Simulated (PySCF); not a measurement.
Compound: C3H9ClGe.
Structure used (PBE0-D3(BJ)/def2-SVP), in Å, numbered top down from 1:
```
atom  x, y, z in Å
C1    -0.6469    1.6959   -0.4621
Ge2    0.1056    0.0973    0.3470
C3     1.7177   -0.5078   -0.5545
C4    -1.2088   -1.3205    0.5481
Cl5    0.7118    0.6760    2.3663
H6    -0.9667    1.4899   -1.4950
H7    -1.5163    2.0399    0.1162
H8     0.1020    2.5007   -0.4771
H9     2.1491   -1.3702   -0.0265
H10    1.4851   -0.8058   -1.5884
H11    2.4656    0.2976   -0.5780
H12   -1.5445   -1.6676   -0.4413
H13   -2.0809   -0.9551    1.1088
H14   -0.7741   -2.1711    1.0922
```

Computed, not measured: core-valence-separated Tamm–Dancoff BHandHLYP/aug-pcX-1 (pcseg-1 on H, def2-SVPD on Cl, def2-SVPD on Ge) in PySCF, non-relativistic, gas phase, PBE0-D3(BJ)/def2-SVP geometry. The energies are unshifted.

Task: What does the C 1s absorption edge look like?

Result: 
```tsv
E (eV)	f	core hole on	main final orbital
285.26	0.0058	C1/C3/C4	LUMO (3 roots, f summed)
286.08	0.0963	C1/C3/C4	LUMO+4 (3 roots, f summed)
286.19	0.0947	C1/C3/C4	LUMO+3 (3 roots, f summed)
286.24	0.0955	C1/C3/C4	spread (3 roots, f summed)
286.67	0.0450	C1/C3/C4	spread (3 roots, f summed)
```

The first line with a tenth or more of the strongest one's intensity is at 286.08 eV (f = 0.096, sum of 3), with the hole on C1/C3/C4 (sp3 carbon bound to germanium). It is also the strongest listed.

Roots within 0.03 eV whose holes lie on the same, on equivalent or on shared atoms are summed into one line, and the highest roots are left out, as the search may have cut off their partners. Final orbitals are the ground state's empty Kohn–Sham orbitals.

Task: What is the summed oscillator strength of the listed C K lines, and their intensity-weighted mean energy?

Result: Σf = 0.337 over 5 lines from 285.26 to 286.67 eV; the weighted mean is 286.22 eV. The strongest line holds 29 % of the sum.

Only the lowest roots of each edge were sought. The BHandHLYP/aug-pcX-1 (pcseg-1 on H, def2-SVPD on Cl, def2-SVPD on Ge) calculation is non-relativistic and has no spin–orbit coupling, an omission that weighs most on germanium.
